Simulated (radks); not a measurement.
Results of a calculation; reference values are marked as such.
The silicon ion Si5+, configuration [He] 2s2 2p5. Code: a radial shooting solver on a logarithmic mesh with Libxc functionals. Model: scalar-relativistic Kohn-Sham, PBEsol, spin-polarised, spherical densities, finite nucleus; open shells are filled with parallel spins first; Fermi nuclear charge, rms radius 3.1224 fm.

Local quantities along the radius. ELF = 1/(1 + alpha^2) is the electron localisation function; alpha = (tau - tau_W)/tau_unif compares the Pauli kinetic energy density with that of the uniform gas (summed over spins). tau is taken from the large components.

```
   r/bohr * ELF (the largest magnitude, 1, reaches the edge; | marks zero)
 0.006531 |                                                      *
 0.007978 |                                                      *
 0.009666 |                                                      *
  0.01181 |                                                      *
  0.01442 |                                                      *
  0.01761 |                                                      *
  0.02151 |                                                      *
  0.02628 |                                                      *
  0.03209 |                                                      *
   0.0392 |                                                      *
  0.04788 |                                                      *
  0.05801 |                                                      *
  0.07085 |                                                     *
  0.08654 |                                                    *
   0.1057 |                                               *
   0.1291 |                                  *
   0.1577 |                *
   0.1926 |          *
   0.2352 |              *
   0.2873 |                           *
   0.3482 |                                       *
   0.4252 |                                             *
   0.5194 |                                               *
   0.6344 |                                              *
   0.7748 |                                          *
   0.9464 |                                 *
    1.156 |                *
    1.412 |   *
    1.724 *
```

On this mesh the ELF has minima near r = 0.19 bohr, which separate the shells, and maxima near 0.52 (0.87).

Self-consistent cycle (total energy in hartree, residual of the potential): 1: -277.398165, 7e+00; 2: -278.585741, 5e+00; 3: -279.397315, 2e-01; 4: -279.401040, 2e-01; 5: -279.402256, 9e-03; 6: -279.402267, 7e-04; 7: -279.402267, 6e-05; 8: -279.402267, 4e-06; 9: -279.402267, 2e-06; 10: -279.402267, 1e-06; 11: -279.402267, 4e-07; 12: -279.402267, 2e-08; 13: -279.402267, 9e-10.
